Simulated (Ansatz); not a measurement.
Two members of one family (Same ligands, another metal), computed with Ansatz in the gas phase; def2 core potentials for Nb, Ta, no spin–orbit coupling. The two geometries come from different levels. A negative affinity means that the extra electron isn't bound at that geometry and level; within about 0.2 eV of zero the sign isn't settled. Binding counts from free atoms in the multiplicity of their measured ground term, without zero-point energy. A dash marks a value that wasn't run or was left out as unsound. The structures are stationary points that may keep the symmetry of their start. Remarks come from the PBE and PBE0 runs and from stability tests at other levels; not every state was tested. A HOMO above zero means that the electron is unbound at that level and held by the basis, or that self-interaction error raises the level; the energy of removing that electron tells which. HOMO above LUMO (over both spins in singlets and doublets, within one spin in higher multiplets; at PBE or PBE0), or a gap under 0.15 eV within one spin, warns that the state may not be the lowest or that an electron is smeared out.

First: NbF5 (singlet, charge 0, r2SCAN-D4/def2-SVP geometry).

```
atom   x (Å)   y (Å)   z (Å)
 Nb1   0.000   0.000   0.000
  F2   0.944  -0.215   1.602
  F3  -0.944   0.216  -1.601
  F4   1.377   1.018  -0.676
  F5  -1.376   0.806   0.920
  F6  -0.002  -1.825  -0.244
```

| level | HOMO (eV) | LUMO (eV) | gap (eV) | vertical EA (eV) | binding per atom (eV) |
| --- | --- | --- | --- | --- | --- |
| PBE-D4/def2-SVP | -10.05 | -4.09 | 5.96 | – | 5.36 |
| PBE-D4/def2-TZVPD | -10.21 | -4.20 | 6.01 | 0.58 | 5.16 |
| r2SCAN-D4/def2-TZVPD | -10.71 | -4.18 | 6.54 | 0.74 | 4.98 |
| PBE0-D4/def2-TZVP | -12.31 | -3.55 | 8.76 | – | 4.79 |
| BHLYP-D4/def2-TZVP | -14.40 | -2.74 | 11.66 | – | 4.48 |

Metal–donor distances: 5 × F 1.84 to 1.87 Å. Remarks: HOMO above zero (-1 doublet), gap within one spin near zero at PBE or PBE0 (-1 doublet).

Second: TaF5 (singlet, charge 0, PBE0-D4/def2-SVP geometry).

```xyz
6

Ta    0.0002   -0.0001   -0.0001
F    -0.6616    1.5113    0.9013
F     0.6620   -1.5114   -0.9015
F     1.7088    0.7152    0.0555
F    -1.1134    0.3691   -1.4352
F    -0.5960   -1.0841    1.3799
```

Q: Estimate the same table for the second.

A: 
```json
{"level": "PBE-D4/def2-SVP", "HOMO (eV)": "-10.02", "LUMO (eV)": "-3.29", "gap (eV)": "6.73", "vertical EA (eV)": "–", "binding per atom (eV)": "5.54"}
{"level": "PBE-D4/def2-TZVPD", "HOMO (eV)": "-10.20", "LUMO (eV)": "-3.36", "gap (eV)": "6.84", "vertical EA (eV)": "-0.08", "binding per atom (eV)": "5.42"}
{"level": "r2SCAN-D4/def2-TZVPD", "HOMO (eV)": "-10.70", "LUMO (eV)": "-3.25", "gap (eV)": "7.45", "vertical EA (eV)": "-0.11", "binding per atom (eV)": "5.29"}
{"level": "PBE0-D4/def2-TZVP", "HOMO (eV)": "-12.27", "LUMO (eV)": "-2.57", "gap (eV)": "9.69", "vertical EA (eV)": "–", "binding per atom (eV)": "5.12"}
{"level": "BHLYP-D4/def2-TZVP", "HOMO (eV)": "-14.35", "LUMO (eV)": "-1.68", "gap (eV)": "12.68", "vertical EA (eV)": "–", "binding per atom (eV)": "4.78"}
```

Metal–donor distances: 5 × F 1.85 to 1.88 Å. Remarks: HOMO above zero (-1 doublet), gap within one spin near zero at PBE or PBE0 (-1 doublet).
